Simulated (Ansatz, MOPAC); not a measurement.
Species: SnH (charge 0, doublet). SMILES: [SnH]

Atoms: Sn1, H2. Bonds: Sn1-H2.

Bond lengths (Å) and angles (degrees) optimised at AM1 with MOPAC; HF/STO-3G with Ansatz (a program for electronic structure); MP2/6-31G* with LANL2DZ past Ar with Ansatz, each started from the B3LYP-D3(BJ)/def2-TZVP structure (Ansatz) of the last column. A row stands for all coordinates that are equal there. 6-31G* holds six Cartesian d functions.

```
coordinate    AM1  HF/STO-3G  MP2/6-31G* with LANL2DZ past Ar  B3LYP-D3(BJ)/def2-TZVP
----------  -----  ---------  -------------------------------  ----------------------
Sn1-H2      1.733      1.651                            1.801                   1.786
```

Mean signed difference of all 1 bond lengths from B3LYP-D3(BJ)/def2-TZVP: AM1 -0.054 Å, HF/STO-3G -0.135 Å, MP2/6-31G* with LANL2DZ past Ar 0.015 Å.
